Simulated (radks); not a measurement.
Coulomb parameter of the 4d shell of the silver ion Ag2+ in the model configuration [Kr] 4d8 5p1, as a second difference U = [E(n + 0.25) + E(n - 0.25) - 2 E(n)] / (0.25)^2 with all orbitals relaxed. "Bare": the charge of the atom changes with n. "Screened": the 5p shell takes up the change at fixed total charge, which measures U(4d,4d) + U(5p,5p) - 2 U(4d,5p). Calculated with a radial shooting solver on a logarithmic mesh with Libxc functionals: scalar-relativistic Kohn-Sham, PBE, spin-unpolarised, spherical densities, finite nucleus; Fermi nuclear charge, rms radius 4.5454 fm.

| case | configuration | E - E(n) (eV) |
|---|---|---|
| start | [Kr] 4d8 5p1 | 0.000 |
| bare +0.25 | [Kr] 4d8.25 5p1 | -8.121 |
| bare -0.25 | [Kr] 4d7.75 5p1 | 9.019 |
| screened +0.25 | [Kr] 4d8.25 5p0.75 | -4.367 |
| screened -0.25 | [Kr] 4d7.75 5p1.25 | 4.585 |

U(bare) = 14.383 eV, U(screened by 5p) = 3.490 eV, against the Slater integral F0(4d,4d) = 19.547 eV with frozen orbitals.
